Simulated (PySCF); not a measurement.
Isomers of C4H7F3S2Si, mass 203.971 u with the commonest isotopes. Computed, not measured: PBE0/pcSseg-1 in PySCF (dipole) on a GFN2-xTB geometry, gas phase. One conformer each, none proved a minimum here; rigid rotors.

**Question.** Order these by radius of gyration √(Σ m r²/M), largest first.
A. `[F:1][C:2]([F:3])([F:4])[S:5][C@@H:6]1[CH2:7][S:8][CH2:9][SiH2:10]1` with C2–S5–C6–C7 -72°, S5–C6–C7–S8 -163°, C6–C7–S8–C9 52°, C7–S8–C9–Si10 -39°, S8–C9–Si10–C6 18°
B. `[CH3:1][S:2][SiH2:3][S:4]/[CH:5]=[CH:6]\[C:7]([F:8])([F:9])[F:10]` with C1–S2–Si3–S4 -177°, S2–Si3–S4–C5 -22°, Si3–S4–C5–C6 -177°
C. `[CH3:1][C@:2]1([C:3]([F:4])([F:5])[F:6])[CH2:7][S:8][SiH2:9][S:10]1` with C1–C2–C7–S8 -65°, C2–C7–S8–Si9 -43°, C7–S8–Si9–S10 14°, S8–Si9–S10–C2 11°
D. `[CH3:1][SiH:2]([CH3:3])[S:4][C:5](=[S:6])[C:7]([F:8])([F:9])[F:10]` with C1–Si2–S4–C5 -71°, Si2–S4–C5–S6 1°
E. `[CH3:1][Si@@H:2]1[S:3][CH2:4][C@@H:5]([C:6]([F:7])([F:8])[F:9])[S:10]1` with C1–Si2–S3–C4 -139°, Si2–S3–C4–C5 47°, S3–C4–C5–C6 180°, C4–C5–S10–Si2 36°

**Answer.** B (2.923 Å), A (2.527 Å), D (2.479 Å), E (2.403 Å), C (2.231 Å).

**Question.** Order these by out-of-plane moment Σ m c² = (Ia + Ib − Ic)/2, largest first.
A. `[CH3:1][SiH:2]([CH3:3])[S:4][C:5](=[S:6])[C:7]([F:8])([F:9])[F:10]` with C1–Si2–S4–C5 -71°, Si2–S4–C5–S6 1°
B. `[CH3:1][S:2][SiH2:3][S:4]/[CH:5]=[CH:6]\[C:7]([F:8])([F:9])[F:10]` with C1–S2–Si3–S4 -177°, S2–Si3–S4–C5 -22°, Si3–S4–C5–C6 -177°
C. `[CH3:1][Si@@H:2]1[S:3][CH2:4][C@@H:5]([C:6]([F:7])([F:8])[F:9])[S:10]1` with C1–Si2–S3–C4 -139°, Si2–S3–C4–C5 47°, S3–C4–C5–C6 180°, C4–C5–S10–Si2 36°
D. `[CH2:1]=[CH:2][S:3][SiH2:4][S:5][CH2:6][C:7]([F:8])([F:9])[F:10]` with C1–C2–S3–Si4 -175°, C2–S3–Si4–S5 -56°, S3–Si4–S5–C6 -44°, Si4–S5–C6–C7 -83°
E. `[CH3:1][C@:2]1([C:3]([F:4])([F:5])[F:6])[CH2:7][S:8][SiH2:9][S:10]1` with C1–C2–C7–S8 -65°, C2–C7–S8–Si9 -43°, C7–S8–Si9–S10 14°, S8–Si9–S10–C2 11°
F. `[F:1][C:2]([F:3])([F:4])[S:5][C@@H:6]1[CH2:7][S:8][CH2:9][SiH2:10]1` with C2–S5–C6–C7 -72°, S5–C6–C7–S8 -163°, C6–C7–S8–C9 52°, C7–S8–C9–Si10 -39°, S8–C9–Si10–C6 18°

**Answer.** D (149.41 u·Å²), E (110.51 u·Å²), A (84.54 u·Å²), C (71.60 u·Å²), F (64.21 u·Å²), B (50.65 u·Å²).

**Question.** Order these by rotational constant A, largest first.
A. `[CH3:1][SiH:2]([CH3:3])[S:4][C:5](=[S:6])[C:7]([F:8])([F:9])[F:10]` with C1–Si2–S4–C5 -71°, Si2–S4–C5–S6 1°
B. `[CH2:1]=[CH:2][S:3][SiH2:4][S:5][CH2:6][C:7]([F:8])([F:9])[F:10]` with C1–C2–S3–Si4 -175°, C2–S3–Si4–S5 -56°, S3–Si4–S5–C6 -44°, Si4–S5–C6–C7 -83°
C. `[CH3:1][S:2][SiH2:3][S:4]/[CH:5]=[CH:6]\[C:7]([F:8])([F:9])[F:10]` with C1–S2–Si3–S4 -177°, S2–Si3–S4–C5 -22°, Si3–S4–C5–C6 -177°
D. `[CH3:1][Si@@H:2]1[S:3][CH2:4][C@@H:5]([C:6]([F:7])([F:8])[F:9])[S:10]1` with C1–Si2–S3–C4 -139°, Si2–S3–C4–C5 47°, S3–C4–C5–C6 180°, C4–C5–S10–Si2 36°
E. `[F:1][C:2]([F:3])([F:4])[S:5][C@@H:6]1[CH2:7][S:8][CH2:9][SiH2:10]1` with C2–S5–C6–C7 -72°, S5–C6–C7–S8 -163°, C6–C7–S8–C9 52°, C7–S8–C9–Si10 -39°, S8–C9–Si10–C6 18°

**Answer.** C (2399 MHz), E (1729 MHz), D (1610 MHz), A (1534 MHz), B (1376 MHz).

```json
{"SMILES": "C[Si@@H]1SC[C@@H](C(F)(F)F)S1", "point group": "C1", "Ia (u·Å²)": "313.82", "Ib (u·Å²)": "935.35", "Ic (u·Å²)": "1105.97", "κ": "-0.86", "μa (D)": "2.53", "μb (D)": "0.22", "μc (D)": "0.51"}
{"SMILES": "C[SiH](C)SC(=S)C(F)(F)F", "point group": "C1", "Ia (u·Å²)": "329.50", "Ib (u·Å²)": "1008.70", "Ic (u·Å²)": "1169.11", "κ": "-0.88", "μa (D)": "4.74", "μb (D)": "0.13", "μc (D)": "0.25"}
{"SMILES": "CS[SiH2]S/C=C\\C(F)(F)F", "point group": "C1", "Ia (u·Å²)": "210.68", "Ib (u·Å²)": "1583.17", "Ic (u·Å²)": "1692.54", "κ": "-0.98", "μa (D)": "5.32", "μb (D)": "0.49", "μc (D)": "0.74"}
{"SMILES": "C[C@]1(C(F)(F)F)CS[SiH2]S1", "point group": "C1", "Ia (u·Å²)": "331.17", "Ib (u·Å²)": "794.43", "Ic (u·Å²)": "904.59", "κ": "-0.84", "μa (D)": "1.70", "μb (D)": "0.42", "μc (D)": "0.74"}
{"SMILES": "FC(F)(F)S[C@@H]1CSC[SiH2]1", "point group": "C1", "Ia (u·Å²)": "292.35", "Ib (u·Å²)": "1074.08", "Ic (u·Å²)": "1238.00", "κ": "-0.91", "μa (D)": "2.02", "μb (D)": "1.34", "μc (D)": "0.16"}
{"SMILES": "C=CS[SiH2]SCC(F)(F)F", "point group": "C1", "Ia (u·Å²)": "367.33", "Ib (u·Å²)": "1096.37", "Ic (u·Å²)": "1164.89", "κ": "-0.94", "μa (D)": "1.96", "μb (D)": "0.03", "μc (D)": "1.01"}
```
